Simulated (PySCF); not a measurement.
Cartesian coordinates (Å):
```xyz
4

O      1.3424    -0.4133    -0.0008
C      0.5405     0.4696     0.0038
O     -0.7893     0.4433     0.0018
H     -1.0936    -0.4996    -0.0047
```
Charge 0, spin multiplicity 2.

### Question
What highest occupied spin orbital, total energy and dipole moment does PBE-D3(BJ)/def2-TZVP run with PySCF 2.14.0 give?

### Answer

```json
{
  "highest_occupied_spin_orbital": "-5.64 eV",
  "total_energy": "-188.9856 Ha",
  "dipole_moment": "2.01 D"
}
```
